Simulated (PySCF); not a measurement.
## Selenium: a sound run and one with changed settings

Sound run: Se [Ar] 3d10 4s2 4p4, Se⁺ [Ar] 3d10 4s2 4p3. Calculation: PySCF 2.14, in x2c-SVPall; the spin-free X2C one-electron Hamiltonian (Gaussian nucleus). In the sound run the correlated levels freeze [Ar] 3d10. The sound run starts from symmetry-adapted Hartree-Fock orbitals and uses a fine grid where one is needed.

A second run was set up differently.

```json
{"species": "Se", "method": "UHF", "sound run (hartree)": "-2427.64268", "changed run (hartree)": "-2427.64268", "converged": "yes"}
{"species": "Se", "method": "M06-2X", "sound run (hartree)": "-2429.48235", "changed run (hartree)": "-2429.48235", "converged": "yes"}
{"species": "Se", "method": "BP86", "sound run (hartree)": "-2429.70589", "changed run (hartree)": "-2429.70589", "converged": "yes"}
{"species": "Se", "method": "MP2", "sound run (hartree)": "-2427.71710", "changed run (hartree)": "-2427.69417", "converged": "yes"}
{"species": "Se", "method": "CCSD(T)", "sound run (hartree)": "-2427.73403", "changed run (hartree)": "-2427.73403", "converged": "yes"}
{"species": "Se⁺", "method": "UHF", "sound run (hartree)": "-2427.32952", "changed run (hartree)": "-2427.32952", "converged": "yes"}
{"species": "Se⁺", "method": "M06-2X", "sound run (hartree)": "-2429.13046", "changed run (hartree)": "-2429.13046", "converged": "yes"}
{"species": "Se⁺", "method": "BP86", "sound run (hartree)": "-2429.34640", "changed run (hartree)": "-2429.34640", "converged": "yes"}
{"species": "Se⁺", "method": "MP2", "sound run (hartree)": "-2427.38872", "changed run (hartree)": "-2427.37027", "converged": "yes"}
{"species": "Se⁺", "method": "CCSD(T)", "sound run (hartree)": "-2427.40450", "changed run (hartree)": "-2427.40450", "converged": "yes"}
```

Ionisation energy of Se:

```tsv
method	sound run (eV)	changed run (eV)
UHF	8.521	8.521
M06-2X	9.575	9.575
BP86	9.782	9.782
MP2	8.936	8.814
SCS-MP2	8.963	8.836
CCSD	8.959	8.959
CCSD(T)	8.967	8.967
```

(1) What was changed?
A. minimal basis
B. level shift left on
C. basis contracted for another Hamiltonian
D. radial grid too coarse

Results:

(1) B. It used initial guess sap, at most 50 SCF cycles, level shift 0.5 hartree. A level shift leaves the converged SCF energy unchanged but raises the virtual orbital energies, which shrinks MP2 if it is not removed.
